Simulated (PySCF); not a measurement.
B(H)(F)(OEt) (C2H6BFO), SMILES O(CC)BF.

Coordinates come from a PBE-D3(BJ)/def2-SVP optimisation. The structure was generated by enumeration, and PubChem lists no compound with its InChIKey, so it may never have been made. One conformer was computed; it need not be the lowest.

The numbers are results of PySCF with PBE-D3(BJ)/def2-SVP, not measurements.

No scaling factor is applied to the harmonic values.

| mode | ν (cm⁻¹) | IR (km/mol) | moving atoms (share of kinetic energy) |
|---|---|---|---|
| 1 | 25 | 0.0 | C 35 %, H 27 %, F 27 %, O 11 % |
| 2 | 204 | 3.0 | H 54 %, F 25 %, C 14 % |
| 3 | 229 | 1.1 | H 40 %, B 31 %, C 13 %, O 10 % |
| 4 | 282 | 3.2 | H 65 %, C 19 %, F 13 % |
| 5 | 444 | 6.6 | O 41 %, H 29 %, C 27 % |
| 6 | 599 | 10.2 | O 41 %, F 28 %, B 19 %, H 11 % |
| 7 | 790 | 2.3 | H 89 % |
| 8 | 828 | 4.8 | H 38 %, C 35 %, O 18 %, B 9 % |
| 9 | 870 | 38.3 | H 57 %, B 38 % |
| 10 | 1001 | 14.1 | C 47 %, H 43 % |
| 11 | 1069 | 9.2 | H 63 %, F 19 %, B 14 % |
| 12 | 1083 | 5.3 | C 55 %, H 41 % |
| 13 | 1134 | 23.8 | H 55 %, C 35 % |
| 14 | 1178 | 122.2 | O 27 %, B 25 %, H 24 %, C 13 %, F 11 % |
| 15 | 1270 | 14.8 | H 86 % |
| 16 | 1322 | 61.8 | H 75 %, C 18 % |
| 17 | 1353 | 88.7 | H 68 %, C 25 % |
| 18 | 1407 | 37.4 | H 93 % |
| 19 | 1415 | 77.1 | H 71 %, B 14 % |
| 20 | 1426 | 27.1 | H 88 % |
| 21 | 1469 | 181.2 | H 48 %, B 32 %, O 15 % |
| 22 | 2604 | 149.7 | H 91 %, B 9 % |
| 23 | 2978 | 9.3 | H 97 % |
| 24 | 2980 | 34.2 | H 95 % |
| 25 | 3034 | 10.5 | H 90 %, C 10 % |
| 26 | 3073 | 17.9 | H 91 %, C 9 % |
| 27 | 3078 | 16.0 | H 90 %, C 10 % |
